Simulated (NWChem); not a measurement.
Molecule: C$_{3}$H$_{5}$NO; SMILES C1=NCCO1

```xyz
10

C      1.1374     0.1603     0.0000
N      0.4120     1.1955     0.0000
C     -0.9653     0.7170     0.0000
C     -0.8501    -0.8231     0.0000
O      0.5638    -1.0565     0.0000
H      2.2317     0.1494     0.0000
H     -1.4972     1.1044     0.8842
H     -1.4972     1.1044    -0.8842
H     -1.2823    -1.3000    -0.8929
H     -1.2823    -1.3000     0.8929
```
Atoms are numbered in this order, from 1.

All runs: NWChem. Geometry: optimised at PBE0/def2-SVP. Level r2SCAN/def2-SVP: energy and gradient on several grids; changes count from the extra-fine grid, which is no exact limit either.

Task: Which is the coarsest grid (xcoarse; fine; medium; coarse; xfine) from which on the energy stays within 50 μHa and each gradient component within 100 μHa/bohr of xfine?

Result: fine.
| grid | size of the energy change (μHa) | largest change of a gradient component (μHa/bohr) | time, medium = 1 (rough) |
|---|---|---|---|
| xcoarse | 1000 | 6000 | about 1 |
| coarse | 1000 | 200 | about 1 |
| medium | 300 | 80 | about 1 |
| fine | 20 | 40 | about 1 |
| xfine | < 10 | < 30 | 2 |
